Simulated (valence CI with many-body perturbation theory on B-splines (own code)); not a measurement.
**Valence orbitals of Pt LXXII**

Calculated by valence CI with perturbative core correlation (CI+MBPT): five valence electrons over a frozen Dirac-Fock core [He], radial functions for each j: 9 s, 9 p, 8 d, 6 f, 3 g, 1 h, with the one-electron correlation potential Σ1, the two-electron term Σ2, the three-electron term Σ3, Breit, model QED; selected CI, second order for the rest (own B-spline code, finite nucleus).

The last digits are not significant, and no measured levels were compared; by estimate large intervals hold to a few tenths of a per cent, small ones and those within an open d or f shell to about a per cent. Among the levels kept, up to 1200 cm⁻¹ of a level comes from second order outside the variational space, and about a tenth of that is noise between levels of different J, which matters for small intervals.

These are the spectroscopic orbitals of the CI (the correlating ones are not listed), shaped by the core and the other valence electrons. h is the expectation value of the core's Dirac-Fock operator, without the valence repulsion; Σ1 is computed up to l = 3 at one energy for each symmetry, that of its lowest orbital but kept below the first core excitation, so for empty shells it is not the orbital's own correlation shift; Breit and QED include the response of the core.

| Orbital | h (hartree) | Σ1 (cm⁻¹) | Breit (cm⁻¹) | QED (cm⁻¹) | ⟨r⟩ (bohr) |
| --- | --- | --- | --- | --- | --- |
| 2s1/2 | -817.41 | -1642 | 150042 | 189371 | 0.06967 |
| 3s1/2 | -353.17 | -417 | 40842 | 53912 | 0.1646 |
| 4s1/2 | -194.76 | -164 | 15991 | 21901 | 0.3017 |
| 5s1/2 | -122.98 | -81.2 | 7940 | 10957 | 0.4801 |
| 2p1/2 | -809.45 | -4685 | 302897 | 12176 | 0.05717 |
| 3p1/2 | -350.92 | -1080 | 79053 | 2443 | 0.1531 |
| 4p1/2 | -193.84 | -416 | 30777 | 929 | 0.2910 |
| 5p1/2 | -122.51 | -204 | 15218 | 454 | 0.4703 |
| 2p3/2 | -738.25 | -2585 | 93325 | 28183 | 0.06498 |
| 3p3/2 | -329.75 | -605 | 26131 | 7416 | 0.1643 |
| 4p3/2 | -184.99 | -235 | 13194 | 2995 | 0.3058 |
| 5p3/2 | -118.02 | -116 | 6644 | 1502 | 0.4888 |
| 3d3/2 | -328.92 | -271 | 2736 | -238 | 0.1386 |
| 4d3/2 | -184.64 | -118 | 1509 | 21.4 | 0.2809 |
| 5d3/2 | -117.84 | -61.5 | 728 | 35.4 | 0.4647 |
| 3d5/2 | -323.15 | -221 | 877 | 2224 | 0.1422 |
| 4d5/2 | -182.19 | -95.9 | 485 | 1046 | 0.2854 |
| 5d5/2 | -116.59 | -49.6 | 225 | 557 | 0.4701 |
| 4f5/2 | -182.06 | -20.5 | 15.2 | -274 | 0.2454 |
| 5f5/2 | -116.53 | -11.7 | 12.6 | -132 | 0.4305 |
| 4f7/2 | -180.89 | -18.9 | 4.6 | 256 | 0.2478 |
| 5f7/2 | -115.93 | -10.7 | 3.8 | 140 | 0.4332 |
| 5g7/2 | -115.91 |  | 0.1 | -89.4 | 0.3782 |
| 5g9/2 | -115.55 |  | 0.0 | 71.6 | 0.3800 |

Among the shells of the start configuration 2s2 2p3, Σ1 is largest in size for 2p1/2, where it is 0.0026 % of h.

Lowest root of each symmetry, sizes in configuration state functions:

```tsv
J	Parity	Roots	Reference	Variational	Second order	Change by selected CI (cm⁻¹)	Change by second order (cm⁻¹)
1/2	even	12	61	39988	105956	-47688	-40
3/2	even	15	85	39994	201639	-48268	-398
5/2	even	12	75	39991	248141	-40181	-508
7/2	even	5	40	39999	187315	-40247	-424
9/2	even	2	18	39302	89393	-39173	-16
1/2	odd	11	66	39998	124311	-39722	-42
3/2	odd	16	100	40000	187291	-41004	-219
5/2	odd	10	85	39982	257870	-37436	-488
7/2	odd	5	54	39998	203889	-37112	-479
9/2	odd	2	22	39981	84720	-31257	-44
```
